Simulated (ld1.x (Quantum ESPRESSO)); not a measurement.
## thulium: RRKJ pseudisation with BP86, fully relativistic reference atom.

Tm, norm-conserving RRKJ (Kleinman–Bylander form), made with ld1.x (Quantum ESPRESSO) 7.5 (BP86, fully relativistic). Core [Kr] 4d10 4f12, reference 5s2 5p6 5d0 6s0 6p0 (charge +3). Waves: 5p (bound): rc 1.75 bohr; 5d (bound, empty): rc 2.35 bohr; 5s (bound): rc 1.80 bohr. Local part: the s channel. Core correction: none. rho0 = 0.005.

Open shells are filled in proportion to 2j + 1 (rel_dist='average').

Poles of the logarithmic derivatives, all-electron (AE) and pseudo (PS). s: poles at -6.1, 1.8 (AE) and -6.1, 0.4 (PS) Ry. p1/2: poles at -4.3, 3.2 (AE) and -4.3, 1.8 (PS) Ry. p3/2: poles at -3.7, 3.8 (AE) and -3.7, 3.2 (PS) Ry. d3/2: poles at -1.0 (AE) and -1.0 (PS) Ry. d5/2: poles at -0.9 (AE) and -0.9 (PS) Ry. Test radius 2.55 bohr.

* Ghost test: no extra level below or beside the all-electron valence levels (p1/2, p3/2, d3/2, d5/2, s tested) (spherical-Bessel basis up to 400 Ry, 20 bohr box)
* Largest excitation error: +2656 meV (all-electron minus pseudo) for 5s2 5p5 5d1 6s2 6p0, out of 7 test configurations
